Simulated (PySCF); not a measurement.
H4O4Si, SMILES O[Si](O)(O)O (connectivity only; charge and spin as stated), charge +1, multiplicity 2. Atoms are numbered in the order given.

```xyz
9

O     -1.0928     0.1556     1.1114
Si     0.0000     0.0000    -0.1869
O      0.1477     1.4060    -0.9222
O     -0.1477    -1.4060    -0.9222
O      1.0928    -0.1556     1.1114
H     -1.1744     1.0198     1.5655
H      0.5506     1.6280    -1.7707
H     -0.5506    -1.6280    -1.7707
H      1.1744    -1.0198     1.5655
```
Charge +1, spin multiplicity 2.

Geometry optimised at ωB97X-D3(BJ)/def2-SVP. The spin state was assumed, not searched. The isomer is the one that the SMILES or the coordinates give; other isomers of the formula were not compared. The values are those of a single conformer.

The numbers are results of B3LYP/pcH-1 (PySCF), not measurements.

Unrestricted Kohn–Sham, ⟨S²⟩ = 0.756. Hyperfine tensors hold the contact and dipolar terms, without spin-orbit corrections.

Computed hyperfine couplings:
```json
[
 {"nucleus": "17O no. 1", "A(iso) (MHz)": "-43.9", "A(iso) (G)": "-15.6", "dipolar principal values (MHz)": "-174.2, 86.6, 87.5"},
 {"nucleus": "29Si no. 2", "A(iso) (MHz)": "39.9", "A(iso) (G)": "14.2", "dipolar principal values (MHz)": "-0.9, 0.2, 0.7"},
 {"nucleus": "17O no. 3", "A(iso) (MHz)": "1.8", "A(iso) (G)": "0.6", "dipolar principal values (MHz)": "-2.5, 0.7, 1.7"},
 {"nucleus": "17O no. 4", "A(iso) (MHz)": "1.8", "A(iso) (G)": "0.6", "dipolar principal values (MHz)": "-2.5, 0.7, 1.7"},
 {"nucleus": "17O no. 5", "A(iso) (MHz)": "-43.9", "A(iso) (G)": "-15.6", "dipolar principal values (MHz)": "-174.2, 86.6, 87.5"},
 {"nucleus": "1H no. 6", "A(iso) (MHz)": "-37.6", "A(iso) (G)": "-13.4", "dipolar principal values (MHz)": "-39.4, -12.7, 52.1"},
 {"nucleus": "1H no. 7", "A(iso) (MHz)": "-1.4", "A(iso) (G)": "-0.5", "dipolar principal values (MHz)": "-2.1, -1.2, 3.3"},
 {"nucleus": "1H no. 8", "A(iso) (MHz)": "-1.4", "A(iso) (G)": "-0.5", "dipolar principal values (MHz)": "-2.1, -1.2, 3.3"},
 {"nucleus": "1H no. 9", "A(iso) (MHz)": "-37.6", "A(iso) (G)": "-13.4", "dipolar principal values (MHz)": "-39.4, -12.7, 52.1"}
]
```
